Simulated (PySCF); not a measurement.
Predicted microwave data (CAM-B3LYP/def2-SVPD in PySCF (dipole) on a GFN2-xTB geometry, gas phase) for one isomer of C5H10P2:

```
Rotational constants : A = 2751, B = 1218, C = 970.8 MHz
Dipole components    : |μa| = 0.07 D, |μb| = 0.52 D, |μc| = 0.34 D
Inertial defect      : -78.18 u·Å²
κ                    : -0.72
```

Question: Which structure is it? (One computed conformer of each.)
A. `[CH2:1]=[CH:2]/[CH:3]=[P:4]/[P:5]([CH3:6])[CH3:7]` with C1–C2–C3–P4 -177°, C3–P4–P5–C6 -93°
B. `[CH:1]#[C:2][CH2:3][P:4]([CH3:5])[CH2:6][PH2:7]` with C2–C3–P4–C5 66°, C3–P4–C6–P7 -57°, P4–C6–P7–H -89° and 179°
C. `[CH2:1]=[CH:2][CH2:3][P:4]([PH2:5])[CH:6]=[CH2:7]` with C1–C2–C3–P4 -106°, C2–C3–P4–P5 71°, C3–P4–P5–H -173° and -81°, C3–P4–C6–C7 -123°
D. `[PH2:1][PH:2][C:3]1=[CH:4][CH2:5][CH2:6][CH2:7]1` with H–P1–P2–C3 178° and 86°, P1–P2–C3–C4 -117°, C3–C4–C5–C6 -12°, C4–C5–C6–C7 19°, C5–C6–C7–C3 -19°, P2–C3–C7–C6 -168°
E. `[CH3:1][C:2]1=[CH:3][CH2:4][P:5]([PH2:6])[CH2:7]1` with C4–P5–P6–H 88° and 180°, C2–C3–C4–P5 14°, C3–C4–P5–P6 78°, C4–P5–C7–C2 19°, C1–C2–C7–P5 166°

Answer: C. It is C=CCP(P)C=C, an asymmetric top, point group C1. The candidates at the same level (rigid rotor, commonest isotopes):

```json
{"SMILES": "CC1=CCP(P)C1", "A (MHz)": "2793", "B (MHz)": "1319", "C (MHz)": "1199", "μa (D)": "1.10", "μb (D)": "0.03", "μc (D)": "0.07", "Δ (u·Å²)": "-142.84", "point group": "C1", "rotor": "asymmetric top"}
{"SMILES": "C#CCP(C)CP", "A (MHz)": "3135", "B (MHz)": "958.3", "C (MHz)": "903.1", "μa (D)": "1.32", "μb (D)": "0.21", "μc (D)": "0.11", "Δ (u·Å²)": "-128.95", "point group": "C1", "rotor": "near-prolate asymmetric top"}
{"SMILES": "C=CCP(P)C=C", "A (MHz)": "2751", "B (MHz)": "1218", "C (MHz)": "970.8", "μa (D)": "0.07", "μb (D)": "0.52", "μc (D)": "0.34", "Δ (u·Å²)": "-78.18", "point group": "C1", "rotor": "asymmetric top"}
{"SMILES": "C=C/C=P/P(C)C", "A (MHz)": "4347", "B (MHz)": "811.2", "C (MHz)": "751.6", "μa (D)": "0.18", "μb (D)": "0.68", "μc (D)": "0.41", "Δ (u·Å²)": "-66.88", "point group": "C1", "rotor": "near-prolate asymmetric top"}
{"SMILES": "PPC1=CCCC1", "A (MHz)": "3585", "B (MHz)": "1025", "C (MHz)": "926.2", "μa (D)": "1.05", "μb (D)": "0.20", "μc (D)": "0.05", "Δ (u·Å²)": "-88.55", "point group": "C1", "rotor": "near-prolate asymmetric top"}
```

`C=C/C=P/P(C)C` has A 58 % too high; `CC1=CCP(P)C1` has C 24 % too high; `PPC1=CCCC1` has A 30 % too high; `C#CCP(C)CP` has B 21 % too low. No structure here is proved a minimum.
